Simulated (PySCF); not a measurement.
Tantalum: a sound run and one with changed settings

Sound run: Ta [Xe] 4f14 5d3 6s2, Ta⁺ [Xe] 4f14 5d3 6s1. All numbers are calculated (PySCF 2.14, scalar relativity through the core potential, in aug-cc-pVDZ-PP with ECP60MDF). The sound run starts from symmetry-adapted Hartree-Fock orbitals and uses a fine grid where one is needed.

Changed run: radial step 1.2 in ln r (0.13 in the sound run). This setting is unsound on purpose.

| species | method | sound run (hartree) | changed run (hartree) | converged |
| --- | --- | --- | --- | --- |
| Ta | UHF | -56.74035 | -56.74035 | yes |
| Ta | PBE | -57.31081 | -58.55363 | yes |
| Ta | M06-L | -57.30237 | -58.71275 | yes |
| Ta⁺ | UHF | -56.52867 | -56.52867 | yes |
| Ta⁺ | PBE | -57.04402 | -58.29669 | yes |
| Ta⁺ | M06-L | -57.01991 | -58.10416 | no |

Ionisation energy of Ta:

| method | sound run (eV) | changed run (eV) |
| --- | --- | --- |
| UHF | 5.760 | 5.760 |
| PBE | 7.260 | 6.992 |

A coarse radial grid mis-integrates the density and the exchange-correlation energy, with errors of either sign; Hartree-Fock needs no grid.

For comparison, NIST gives 7.550 eV between the lowest levels.
